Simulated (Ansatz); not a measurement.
Gas-phase electronic energies from Ansatz, PBE0-D4/def2-TZVP geometries. CBS: MP2 limit from def2 TZ/QZ plus the TZ coupled-cluster correction, frozen cores. This one scheme is used for every species. Functionals use def2-TZVPP. Each species was taken in one conformer, which may not be the lowest.

Consider the ligand exchange at a B–S bond: `CB(N)S` + H–F → `CB(N)F` + H₂S.

`CB(N)S`:

```xyz
10

C     0.611   -0.591    1.112
B    -0.226   -0.023   -0.092
N     0.321    0.890   -0.997
S    -1.948   -0.615   -0.250
H     0.128   -0.367    2.067
H     1.626   -0.185    1.147
H     0.689   -1.681    1.055
H    -0.172    1.280   -1.781
H     1.268    1.217   -0.910
H    -2.297    0.073   -1.350
```

H–F:

Z-matrix (Å, degrees):
```
F
H 1 0.920
```

`CB(N)F`:

```xyz
9

C    -0.704    0.783   -0.559
B     0.045   -0.526   -0.137
N     0.953   -0.613    0.921
F    -0.189   -1.656   -0.832
H    -0.471    1.033   -1.599
H    -0.459    1.648    0.060
H    -1.786    0.629   -0.516
H     1.417   -1.471    1.165
H     1.195    0.172    1.498
```

H₂S:

Z-matrix (Å, degrees):
```
S
H 1 1.341
H 1 1.341 2 92.3
```

```tsv
level	ΔE (kcal/mol)
PBE-D4	-16.4
HF/def2-QZVPP	-24.7
```

Question: What does CCSD(T)/CBS give? (An estimate is asked.)

Answer: The calculation gave: -17.1 kcal/mol. The listed levels differ from it by 0.7, -7.6 kcal/mol.

Largest T1 diagnostic among the species: 0.011.

The D4 term adds +2.1 kcal/mol with B3LYP and +1.1 kcal/mol with PBE0; it sums over pairs of atoms, weighted by their polarisabilities, and B3LYP, whose exchange is more repulsive, gets the larger term. Leaving LDA and LC-ωPBE aside and taking each functional with its dispersion term where it has one, the values, not all of them listed here, spread over 6.1 kcal/mol, from CAM-B3LYP-D4 to revPBE-D4.

B3LYP here is the variant with VWN-RPA as its local correlation; programs differ in this.
